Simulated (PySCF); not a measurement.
Positional isomers: benzothiophene cyano+silyl. Isolated molecules, 0 K electronic values unless said otherwise. Strings in code marks are SMILES.

The numbers are results of PBE-D3(BJ)/def2-TZVP // PBE-D3(BJ)/def2-SVP (PySCF 2.14.0), not measurements. All candidates: neutral, multiplicity 1. Excitations are Tamm–Dancoff values on a coarser integration grid. The basis has no diffuse functions, so Rydberg states are missing or too high.

```json
{
 "S1 excitation (TDA)": "3.76 eV",
 "dipole_moment": "4.76 D",
 "LUMO": "-2.80 eV"
}
```

Q: Say which member has these values.
A. `N#Cc1cc([SiH3])cc2sccc12`
B. `N#Cc1cc2sccc2cc1[SiH3]`
C. `N#Cc1cc2cc([SiH3])ccc2s1`
D. `N#Cc1cc([SiH3])cc2ccsc12`

A: D, `N#Cc1cc([SiH3])cc2ccsc12`. The others give `N#Cc1cc2sccc2cc1[SiH3]`: 3.86 eV, 5.60 D, -2.80 eV; `N#Cc1cc2cc([SiH3])ccc2s1`: 3.81 eV, 4.27 D, -2.99 eV; `N#Cc1cc([SiH3])cc2sccc12`: 3.78 eV, 3.97 D, -2.86 eV
